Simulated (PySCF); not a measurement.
# Hartree-Fock beside MP2: ClGeH3O

Calculated results; nothing here was measured. They come from PySCF 2.14.0, an open-source quantum chemistry program, on an isolated molecule that a program drew, which may never have been made. The molecule is ClGeH3O (charge 0, singlet), drawn as the SMILES string `[OH][GeH2][Cl]`.

The geometry was optimised and harmonic frequencies were computed with HF and MP2, all in the cc-pV(D+d)Z basis, for the commonest isotopes, with a restricted reference for singlets and an unrestricted one otherwise, and a frozen core in MP2. Germanium has the cc-pVDZ-PP basis, with a core potential (ECP10MDF) in place of its 10 inner electrons, and its 3s, 3p and 3d shells are frozen in MP2. Each result is a local minimum of its method.

Geometry at the HF minimum:
```xyz
6
ClGeH3O, angstrom
O    -0.5925    2.2365   -0.6972
Ge    0.3606    0.7655   -0.5212
Cl    2.1497    0.9547   -1.7348
H    -0.7868    2.5003   -1.5858
H     0.7732    0.6960    0.9332
H    -0.3813   -0.4485   -1.0565
```

Lengths of the bonds as drawn, in Å (atoms numbered as above):
| bond | HF | MP2 |
|---|---|---|
| O1-Ge2 | 1.762 | 1.792 |
| Ge2-Cl3 | 2.170 | 2.170 |
| O1-H4 | 0.947 | 0.970 |
| Ge2-H5 | 1.513 | 1.521 |
| Ge2-H6 | 1.520 | 1.529 |

Rotational constants, in GHz:
| constant | HF | MP2 |
|---|---|---|
| A | 12.65 | 12.67 |
| B | 3.406 | 3.343 |
| C | 2.794 | 2.758 |

Harmonic frequencies in cm^-1, each column in rising order, so a row needn't be the same motion in every method:
| rank | HF | MP2 |
|---|---|---|
| 1 | 174 | 179 |
| 2 | 256 | 267 |
| 3 | 428 | 427 |
| 4 | 586 | ? |
| 5 | 714 | 681 |
| 6 | 762 | 725 |
| 7 | 874 | 835 |
| 8 | 938 | 881 |
| 9 | 971 | 952 |
| 10 | 2287 | 2220 |
| 11 | 2324 | 2264 |
| 12 | 4152 | 3848 |

**Estimate the missing MP2 frequency from the HF column.**

A single factor s that minimises the squared misfit of MP2 against s times HF over the other rows is sum(HF x MP2) / sum(HF^2) = 0.9463, with an rms misfit of 39 cm^-1. For rank 4 it gives 0.9463 x 586 = 555 cm^-1. The calculation gives 550 cm^-1, 5 cm^-1 below the estimate. The drawn bonds are on average 1.1 % longer in MP2 than in HF.
